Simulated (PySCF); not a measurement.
Numbering as in the mapped SMILES `[SiH3:1][CH2:2][SiH:3]1[CH2:4][CH2:5][O:6][CH2:7][CH2:8]1`. Hydrogens are named by the atom that carries them. Ha(C4), Ha(C5), Ha(C7), Ha(C8) are cis to C2 on the ring; Hb(C4), Hb(C5), Hb(C7), Hb(C8) are trans to C2 on the ring.

GIAO PBE0/pcSseg-1 shifts (PySCF, gas phase, non-relativistic, equivalent atoms averaged), each against references optimised in the same way as the molecule (TMS, H2O).

On the GFN2-xTB geometry: Si3 -25.0, Si1 -77.3, C5/C7 71.9, C4/C8 16.5, C2 -8.9, O6 55.8, Ha(C5)/Ha(C7) 4.53, H(Si3) 4.39, H(Si1) 3.92, Hb(C5)/Hb(C7) 3.40, Ha(C4)/Ha(C8) 0.97, Hb(C4)/Hb(C8) 0.64, H(C2) -0.24 ppm.

Task: What changes on the PBE0-D3(BJ)/def2-SVP geometry?

Result: 
| atoms | δ (ppm) | change |
| --- | --- | --- |
| Si3 | -21.5 | +3.5 |
| Si1 | -70.9 | +6.4 |
| C5/C7 | 69.3 | -2.6 |
| C4/C8 | 14.9 | -1.6 |
| C2 | -10.1 | -1.2 |
| O6 | 52.9 | -2.9 |
| Ha(C5)/Ha(C7) | 4.23 | -0.30 |
| H(Si3) | 4.19 | -0.20 |
| H(Si1) | 3.94 | +0.02 |
| Hb(C5)/Hb(C7) | 3.19 | -0.21 |
| Ha(C4)/Ha(C8) | 0.78 | -0.19 |
| Hb(C4)/Hb(C8) | 0.56 | -0.08 |
| H(C2) | -0.26 | -0.02 |

Bonds between heavy atoms that differ most (equivalent bonds averaged): Si3–C4 1.903 → 1.887 Å, C2–Si3 1.896 → 1.881 Å, Si1–C2 1.895 → 1.881 Å, C5–O6 1.408 → 1.404 Å, C4–C5 1.529 → 1.531 Å. Mean change of bonds to hydrogen: Si–H +0.029 Å, C–H +0.011 Å.
